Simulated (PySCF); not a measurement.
PySCF input for C5H4F2, SMILES C1=CC(F)(C=C1)F, TDDFT-PBE/def2-SVPD. Coordinates come from a PBE0-D3(BJ)/def2-SVP optimisation. Other conformers were not sampled.

```python
import numpy as np
from pyscf import gto, scf, dft, tdscf

mol = gto.M(
    atom='''
    F     1.08488478    0.00000001   -1.39338290
    C     0.00000000   -0.00000000   -0.58151293
    F    -1.08488478   -0.00000001   -1.39338290
    C    -0.00000001    1.19429827    0.35176507
    C    -0.00000000    0.74417024    1.61120590
    C     0.00000000   -0.74417025    1.61120589
    C     0.00000001   -1.19429828    0.35176506
    H    -0.00000001    2.22255066   -0.00832641
    H    -0.00000001    1.35460745    2.51548553
    H     0.00000001   -1.35460744    2.51548552
    H     0.00000001   -2.22255065   -0.00832641
    ''',
    basis='def2-SVPD',
    charge=0,
    spin=0,
    symmetry=True,
    max_memory=1600,
    verbose=4,
)
mf = dft.RKS(mol, xc='pbe').density_fit(auxbasis='def2-universal-jkfit')
mf.grids.level = 3
mf.conv_tol = 1e-9
mf.max_cycle = 100
mf.kernel()
mf.grids = dft.Grids(mol).set(level=1).build(with_non0tab=True)  # coarser grid for the response kernel
td = tdscf.TDDFT(mf)
td.singlet = True
td.nstates = 10
td.conv_tol = 1e-4
td.positive_eig_threshold = 1e-6
td.kernel(x0=td.get_init_guess(mf, 15))
td.analyze()
tt = tdscf.TDA(mf)
tt.singlet = False
tt.nstates = 4
tt.conv_tol = 1e-4
tt.positive_eig_threshold = 1e-6
tt.kernel(x0=tt.get_init_guess(mf, 9))
tt.analyze(verbose=3)
```

Program output:

```
PySCF version 2.14.0

[INPUT] verbose = 4
[INPUT] num. atoms = 11
[INPUT] num. electrons = 52
[INPUT] charge = 0
[INPUT] spin (= nelec alpha-beta = 2S) = 0
[INPUT] symmetry True subgroup None
[INPUT] Mole.unit = angstrom
[INPUT] Symbol           X                Y                Z      unit          X                Y                Z       unit  Magmom
[INPUT]  1 F      1.084884780000   0.000000010000  -1.393382900000 AA    2.050135110909   0.000000018897  -2.633112067652 Bohr   0.0
[INPUT]  2 C      0.000000000000   0.000000000000  -0.581512930000 AA    0.000000000000   0.000000000000  -1.098900175593 Bohr   0.0
[INPUT]  3 F     -1.084884780000  -0.000000010000  -1.393382900000 AA   -2.050135110909  -0.000000018897  -2.633112067652 Bohr   0.0
[INPUT]  4 C     -0.000000010000   1.194298270000   0.351765070000 AA   -0.000000018897   2.256896641342   0.664739642488 Bohr   0.0
[INPUT]  5 C      0.000000000000   0.744170240000   1.611205900000 AA    0.000000000000   1.406277943652   3.044737881283 Bohr   0.0
[INPUT]  6 C      0.000000000000  -0.744170250000   1.611205890000 AA    0.000000000000  -1.406277962549   3.044737862386 Bohr   0.0
[INPUT]  7 C      0.000000010000  -1.194298280000   0.351765060000 AA    0.000000018897  -2.256896660239   0.664739623591 Bohr   0.0
[INPUT]  8 H     -0.000000010000   2.222550660000  -0.008326410000 AA   -0.000000018897   4.200012045371  -0.015734634501 Bohr   0.0
[INPUT]  9 H     -0.000000010000   1.354607450000   2.515485530000 AA   -0.000000018897   2.559837086795   4.753578722006 Bohr   0.0
[INPUT] 10 H      0.000000010000  -1.354607440000   2.515485520000 AA    0.000000018897  -2.559837067898   4.753578703109 Bohr   0.0
[INPUT] 11 H      0.000000010000  -2.222550650000  -0.008326410000 AA    0.000000018897  -4.200012026474  -0.015734634501 Bohr   0.0

nuclear repulsion = 294.857731302394
point group symmetry = C2v
symmetry origin: [ 0.00000000e+00 -3.63408874e-09 -1.09022656e-09]
symmetry axis x: [1.00000000e+00 1.21420785e-09 1.08819630e-17]
symmetry axis y: [ 1.21420785e-09 -1.00000000e+00  8.26283703e-10]
symmetry axis z: [-1.18852432e-17  8.26283703e-10  1.00000000e+00]
num. orbitals of irrep A1 = 66
num. orbitals of irrep A2 = 25
num. orbitals of irrep B1 = 36
num. orbitals of irrep B2 = 51
number of shells = 74
number of NR pGTOs = 256
number of NR cGTOs = 178
basis = def2-SVPD
ecp = {}


******** <class 'pyscf.df.df_jk.DFSymAdaptedRKS'> ********
method = DFSymAdaptedRKS
initial guess = minao
damping factor = 0
level_shift factor = 0
DIIS = <class 'pyscf.scf.diis.CDIIS'>
diis_start_cycle = 1
diis_space = 8
diis_damp = 0
SCF conv_tol = 1e-09
SCF conv_tol_grad = None
SCF max_cycles = 100
direct_scf = False
XC library pyscf.dft.libxc version 7.1.2
    S. Lehtola, C. Steigemann, M. J. T. Oliveira, and M. A. L. Marques,  SoftwareX 7, 1–5 (2018)
XC functionals = pbe
    J. P. Perdew, K. Burke, and M. Ernzerhof,  Phys. Rev. Lett. 77, 3865 (1996)
    J. P. Perdew, K. Burke, and M. Ernzerhof,  Phys. Rev. Lett. 78, 1396 (1997)
    J. P. Perdew, K. Burke, and M. Ernzerhof,  Phys. Rev. Lett. 77, 3865 (1996)
    J. P. Perdew, K. Burke, and M. Ernzerhof,  Phys. Rev. Lett. 78, 1396 (1997)
radial grids:
    Treutler-Ahlrichs [JCP 102, 346 (1995); DOI:10.1063/1.469408] (M4) radial grids

becke partition: Becke, JCP 88, 2547 (1988); DOI:10.1063/1.454033
pruning grids: <function nwchem_prune>
grids dens level: 3
symmetrized grids: True
atomic radii adjust function: <function treutler_atomic_radii_adjust>
small_rho_cutoff = 0
Freeze 0 electrons in irreps []
    52 free electrons in irreps A1 A2 B1 B2
Set gradient conv threshold to 3.16228e-05
Initial guess from minao.
tot grids = 138352
init E= -392.684159187687
HOMO (A2) = -0.280326009597081  LUMO (B1) = -0.154341948520758  gap/eV = 3.42820
cycle= 1 E= -391.778814709955  delta_E= 0.905  |g|= 0.68  |ddm|=  6.2
HOMO (A2) = -0.163206266294921  LUMO (B1) = -0.0612883123321155  gap/eV = 2.77333
cycle= 2 E= -391.629376304298  delta_E= 0.149  |g|= 1.16  |ddm|= 2.16
HOMO (A2) = -0.209295858522675  LUMO (B1) = -0.0972950372427923  gap/eV = 3.04770
cycle= 3 E= -391.867213592569  delta_E= -0.238  |g|= 0.136  |ddm|= 1.28
HOMO (A2) = -0.226001804333574  LUMO (B1) = -0.109992245909093  gap/eV = 3.15678
cycle= 4 E= -391.87082713043  delta_E= -0.00361  |g|= 0.0468  |ddm|= 0.244
HOMO (A2) = -0.222615333897485  LUMO (B1) = -0.107505433260058  gap/eV = 3.13230
cycle= 5 E= -391.871207996323  delta_E= -0.000381  |g|= 0.0224  |ddm|= 0.0934
HOMO (A2) = -0.222061365836719  LUMO (B1) = -0.106912272481643  gap/eV = 3.13337
cycle= 6 E= -391.871334625984  delta_E= -0.000127  |g|= 0.00635  |ddm|= 0.0464
HOMO (A2) = -0.222012252635759  LUMO (B1) = -0.106884520267466  gap/eV = 3.13279
cycle= 7 E= -391.871345395256  delta_E= -1.08e-05  |g|= 0.00118  |ddm|= 0.0161
HOMO (A2) = -0.222076242324204  LUMO (B1) = -0.106961938303029  gap/eV = 3.13242
cycle= 8 E= -391.871345693134  delta_E= -2.98e-07  |g|= 0.000159  |ddm|= 0.00226
HOMO (A2) = -0.222080847020763  LUMO (B1) = -0.106960007683313  gap/eV = 3.13260
cycle= 9 E= -391.871345699334  delta_E= -6.2e-09  |g|= 2.59e-05  |ddm|= 0.000613
HOMO (A2) = -0.222081186425607  LUMO (B1) = -0.106961228761595  gap/eV = 3.13257
cycle= 10 E= -391.871345699485  delta_E= -1.5e-10  |g|= 2.43e-06  |ddm|= 8.33e-05
HOMO (A2) = -0.222081231884694  LUMO (B1) = -0.106961221314926  gap/eV = 3.13258
Extra cycle  E= -391.871345699483  delta_E= 1.14e-12  |g|= 2.63e-06  |ddm|= 1.37e-05
converged SCF energy = -391.871345699483
tot grids = 46392
Overwritten attributes  positive_eig_threshold  of <class 'pyscf.tdscf.rks.CasidaTDDFT'>


******** <class 'pyscf.tdscf.rks.CasidaTDDFT'> for <class 'pyscf.df.df_jk.DFSymAdaptedRKS'> ********
nstates = 10 singlet
deg_eia_thresh = 1.000e-03
wfnsym = None
conv_tol = 0.0001
eigh lindep = 1e-12
eigh level_shift = 0
eigh max_cycle = 100


Excitation energies (eV)
[3.9971799  5.12912479 6.03896627 6.37316536 6.55870512 6.82164429
 6.95579036 7.00827301 7.31512318 7.35406005]

** Singlet excitation energies and oscillator strengths **
Excited State   1:   B2      3.99718 eV    310.18 nm  f=0.0338
      26 -> 27       -0.70410
Excited State   2:   A2      5.12912 eV    241.73 nm  f=0.0000
      25 -> 27       -0.70681
Excited State   3:   A1      6.03897 eV    205.31 nm  f=0.0131
      24 -> 27        0.56428
      26 -> 28        0.42479
Excited State   4:   A2      6.37317 eV    194.54 nm  f=0.0000
      26 -> 29        0.70676
Excited State   5:   B1      6.55871 eV    189.04 nm  f=0.0001
      23 -> 27       -0.70069
Excited State   6:   A1      6.82164 eV    181.75 nm  f=0.0184
      22 -> 27       -0.66270
      24 -> 27       -0.12932
      26 -> 28        0.20650
Excited State   7:   A2      6.95579 eV    178.25 nm  f=0.0000
      26 -> 30       -0.70671
Excited State   8:   B1      7.00827 eV    176.91 nm  f=0.0255
      26 -> 31       -0.70622
Excited State   9:   B2      7.31512 eV    169.49 nm  f=0.0109
      20 -> 27        0.70389
Excited State  10:   B1      7.35406 eV    168.59 nm  f=0.0110
      21 -> 27       -0.69534

** Transition electric dipole moments (AU) **
state          X           Y           Z        Dip. S.      Osc.
  1         0.0000     -0.5873      0.0000      0.3449      0.0338
  2        -0.0000     -0.0000     -0.0000      0.0000      0.0000
  3        -0.0000      0.0000     -0.2980      0.0888      0.0131
  4         0.0000      0.0000     -0.0000      0.0000      0.0000
  5        -0.0264     -0.0000      0.0000      0.0007      0.0001
  6        -0.0000      0.0000      0.3322      0.1104      0.0184
  7        -0.0000     -0.0000      0.0000      0.0000      0.0000
  8        -0.3855     -0.0000     -0.0000      0.1486      0.0255
  9         0.0000     -0.2462     -0.0000      0.0606      0.0109
 10        -0.2471      0.0000     -0.0000      0.0611      0.0110

** Transition velocity dipole moments (imaginary part, AU) **
state          X           Y           Z        Dip. S.      Osc.
  1         0.0000     -0.0855     -0.0000      0.0073      0.0331
  2        -0.0000     -0.0000     -0.0000      0.0000      0.0000
  3        -0.0000      0.0000     -0.0641      0.0041      0.0123
  4        -0.0000      0.0000      0.0000      0.0000      0.0000
  5        -0.0063      0.0000      0.0000      0.0000      0.0001
  6        -0.0000      0.0000      0.0828      0.0069      0.0182
  7         0.0000     -0.0000      0.0000      0.0000      0.0000
  8        -0.1217     -0.0000     -0.0000      0.0148      0.0383
  9        -0.0000     -0.0665      0.0000      0.0044      0.0110
 10        -0.0678     -0.0000     -0.0000      0.0046      0.0113

** Transition magnetic dipole moments (imaginary part, AU) **
state          X           Y           Z
  1        -1.3005     -0.0000     -0.0000
  2         0.0000      0.0000      0.1936
  3         0.0000     -0.0000     -0.0000
  4         0.0000      0.0000     -0.5171
  5         0.0000     -0.1486     -0.0000
  6         0.0000      0.0000      0.0000
  7        -0.0000     -0.0000     -0.4368
  8         0.0000      0.2396     -0.0000
  9        -0.0559     -0.0000     -0.0000
 10        -0.0000     -0.6998     -0.0000
Overwritten attributes  positive_eig_threshold  of <class 'pyscf.tdscf.rks.TDA'>


******** <class 'pyscf.tdscf.rks.TDA'> for <class 'pyscf.df.df_jk.DFSymAdaptedRKS'> ********
nstates = 4 triplet
deg_eia_thresh = 1.000e-03
wfnsym = None
conv_tol = 0.0001
eigh lindep = 1e-12
eigh level_shift = 0
eigh max_cycle = 100


Excitation energies (eV)
[2.46182021 4.83434542 4.88660157 5.96481123]

** Triplet excitation energies and oscillator strengths **
Excited State   1:   B2      2.46182 eV    503.63 nm  f=0.0000
Excited State   2:   A2      4.83435 eV    256.47 nm  f=0.0000
Excited State   3:   A1      4.88660 eV    253.72 nm  f=0.0000
Excited State   4:   A1      5.96481 eV    207.86 nm  f=0.0000
```

The run converged.
